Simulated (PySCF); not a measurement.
C₄H₇NSi.
SMILES with atom numbers: `[CH2:1]=[C:2]([CH3:3])[SiH2:4][C:5]#[N:6]` (hydrogens: H7, H8 on C1; H9, H10, H11 on C3; H12, H13 on Si4)

Computed with PBE0-D3(BJ)/def2-SVP geometry optimisation, gas phase in PySCF 2.14.0.

What internal coordinates does the optimisation give?

```
                 bond  length (Å)   order
                C1=C2       1.341  double
                C2–C3       1.501  single
               C2–Si4       1.870  single
               Si4–C5       1.866  single
                C5≡N6       1.160  triple
                C1–H7       1.097  single
                C1–H8       1.094  single
C3–H9, C3–H10, C3–H11       1.102  single
     Si4–H12, Si4–H13       1.490  single
```

Bonds in one row agree within 0.01 Å and their mean is given. Orders are formal, as drawn. A selection of angles:
```
      angle  degrees
   C2–C1–H7    121.4
   C2–C1–H8    122.3
   H7–C1–H8    116.3
   C1–C2–C3    123.2
  C1–C2–Si4    118.4
  C3–C2–Si4    118.4
   C2–C3–H9    111.3
  H9–C3–H10    108.2
  C2–Si4–C5    108.1
 C2–Si4–H12    111.7
 C2–Si4–H13    112.6
 C5–Si4–H12    107.7
 C5–Si4–H13    105.4
H12–Si4–H13    110.9
  Si4–C5–N6    177.4
```

Torsions: C1–C2–Si4–C5 125° (anticlinal). The mirror-image conformer, all signs reversed, is as good.

Of the pairs four or more bonds apart, H7···H10 is among the closest relative to their van der Waals radii: 2.42 Å, 101 % of the sum of Bondi's values. Si4 (SiH2 silicon) is distorted tetrahedral (angles from 105.4° to 112.6°). The 2 C–C bonds span 1.341 Å (C1=C2, drawn double) to 1.501 Å (C2–C3, drawn single), a spread of 0.160 Å.

Point group: C1 (no symmetry element, even within 0.4 Å). No frequency check. The numbers are those of one conformer.

The run took 33 s wall on one thread of an Arm Neoverse V2, no GPU, shared host with 96 logical CPUs at a one-minute load of 62, and the process peaked at 0.51 GiB of memory. This is the geometry optimisation.
